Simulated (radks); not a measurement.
Values are calculated unless marked as measured or tabulated.
Initial-state core-level shifts of neutral iridium when its valence configuration changes from [Xe] 4f14 5d7 6s2. Level of theory: scalar-relativistic Kohn-Sham, r2SCAN, spin-polarised, spherical densities, finite nucleus; open shells are filled with parallel spins first (spin-orbit coupling, left out, can overturn this in heavy ions); meta-GGA in the generalised Kohn-Sham scheme; Fermi nuclear charge, rms radius 5.4032 fm (a radial shooting solver on a logarithmic mesh with Libxc functionals). Shifts are changes of the shell-averaged eigenvalues in eV (positive: less bound); the change of the density at the nucleus, which sets a Mossbauer isomer shift, is in e/bohr^3, on a base of 1.947e+06.

valence                    3s       3d       4s       4p  density at nucleus
4f14 5d9               +5.171   +5.183   +5.158   +5.162              -242.9
4f14 5d7 6s1.5 6p0.5   -0.865   -0.864   -0.867   -0.867               -47.6
4f13 5d8 6s2          -14.143  -14.011  -12.273  -11.768              +124.5
4f14 5d7 6s1 6p1       -1.522   -1.521   -1.528   -1.528              -101.4
4f14 5d7.5 6s1 6p0.5   +0.653   +0.657   +0.644   +0.646              -112.6
4f13 5d7 6s2 6p1      -19.227  -19.104  -17.335  -16.829              +167.9
4f14 5d6 6s2 6p1       -4.759   -4.767   -4.746   -4.748               +40.7
4f12 5d8 6s2 6p1      -34.281  -34.024  -30.191  -29.136              +299.9
4f14 5d6.5 6s2 6p0.5   -2.401   -2.404   -2.396   -2.397               +19.8
